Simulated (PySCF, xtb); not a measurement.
CH7FOSi2, SMILES OC[SiH2][SiH2]F.

GFN2-xTB (xtb) at its own geometry gives an orbital gap of 4.33 eV and a dipole moment of 1.71 D.

Geometry optimised at PBE0-D3(BJ)/def2-SVP. This is a generated structure with no PubChem entry under its InChIKey; it may be hypothetical. One conformer was computed; it need not be the lowest.

Task: What does r2SCAN/def2-TZVP (PySCF) give? (The exact figures need the calculation; the answer reports its results.)

Result: gap 5.47 eV (levels -6.57 and -1.10 eV), dipole 2.46 D.
